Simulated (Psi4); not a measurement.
Intermolecular potential of CH3F ··· BF3 (SMILES CF and FB(F)F). Monomers: optimised at B3LYP-D3(BJ) (def2-TZVP), held rigid. Orientation: lowest of the rigid-body minima from ten starts at GFN2-xTB (searched outside a hard wall at short contacts). Only R, the distance of the centres of mass, is varied, so the lowest point isn't the relaxed dimer. The shortest distances reach bonding range, where SAPT0 and rigid monomers are unreliable.

Calculation: SAPT0/jun-cc-pVDZ, frozen core in Psi4 1.11.

Components in kcal/mol:

| R / Å | electrostatics | exchange | induction | dispersion | total |
|---|---|---|---|---|---|
| 2.09 | -40.74 | 78.61 | -18.38 | -7.73 | 11.76 |
| 2.27 | -25.04 | 42.39 | -9.92 | -5.28 | 2.14 |
| 2.46 | -15.52 | 21.84 | -5.12 | -3.55 | -2.35 |
| 2.70 | -9.07 | 9.33 | -2.25 | -2.18 | -4.17 |
| 2.93 | -5.83 | 4.07 | -1.07 | -1.38 | -4.22 |
| 3.12 | -4.25 | 2.03 | -0.61 | -0.97 | -3.79 |
| 3.42 | -2.76 | 0.65 | -0.27 | -0.56 | -2.94 |
| 3.73 | -1.89 | 0.19 | -0.12 | -0.33 | -2.15 |
| 4.23 | -1.12 | 0.03 | -0.04 | -0.15 | -1.30 |
| 4.90 | -0.62 | 0.00 | -0.01 | -0.06 | -0.70 |
| 5.90 | -0.30 | 0.00 | 0.00 | -0.02 | -0.32 |
| 7.17 | -0.14 | 0.00 | 0.00 | -0.01 | -0.15 |
